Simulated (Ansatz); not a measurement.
Process, species as SMILES: FB(F)[SiH2] → FB(F)[SiH2-] (an electron is taken up)
Geometries: B3LYP-D3(BJ)/def2-TZVP minima from Ansatz (an electronic-structure program), one conformer each, not searched for the lowest.
Geometry of the first species:
SMILES: FB(F)[SiH2]
```xyz
6

F      1.3555    -0.9579     0.1600
B      0.5236     0.0707     0.0619
F      1.0654     1.2815     0.0573
Si    -1.4340    -0.1942    -0.1843
H     -2.0071    -1.4959     0.2137
H     -2.3239     0.9494     0.1015
```
Charge 0, spin multiplicity 2.

Wanted: adiabatic electron affinity (electronic energy difference), positive where the reaction releases energy, in eV. Cores are frozen in the correlated levels unless marked. UHF or UKS for open shells. No spin-orbit coupling. No relativistic terms. Anions need diffuse functions: aug- sets have them; def2-D sets add few; the other sets have none. Basis-set limits of correlation are two-point, X^-3; Hartree-Fock from the larger set.

```json
[
 {"level": "HF/6-31G", "program": "Ansatz", "adiabatic electron affinity (eV)": "0.88", "minus last row": "-0.98"},
 {"level": "revPBE-D3(BJ)/def2-TZVPD", "program": "Ansatz + dftd3", "adiabatic electron affinity (eV)": "1.76", "minus last row": "-0.10"},
 {"level": "PBE0/STO-3G", "program": "Ansatz", "adiabatic electron affinity (eV)": "-3.17", "minus last row": "-5.03"},
 {"level": "PBE0-D4/def2-TZVP", "program": "Ansatz + dftd4", "adiabatic electron affinity (eV)": "1.69", "minus last row": "-0.17"},
 {"level": "B2PLYP-D3(BJ)/def2-TZVPD", "program": "Ansatz + dftd3", "adiabatic electron affinity (eV)": "1.72", "minus last row": "-0.14"},
 {"level": "B2PLYP-D4/def2-TZVPD", "program": "Ansatz + dftd4", "adiabatic electron affinity (eV)": "1.74", "minus last row": "-0.12"},
 {"level": "RI-MP2/aug-cc-pV(Q+d)Z", "program": "Ansatz", "adiabatic electron affinity (eV)": "1.76", "minus last row": "-0.10"},
 {"level": "SCS-MP2/STO-3G", "program": "Ansatz", "adiabatic electron affinity (eV)": "-4.24", "minus last row": "-6.10"},
 {"level": "SCS-MP2/cc-pwCVTZ", "program": "Ansatz", "adiabatic electron affinity (eV)": "1.55", "minus last row": "-0.31"},
 {"level": "CCSD(T)/CBS(aug-cc-pV(T+d)Z,aug-cc-pV(Q+d)Z)", "program": "Ansatz", "adiabatic electron affinity (eV)": "1.86", "minus last row": "0.00"}
]
```
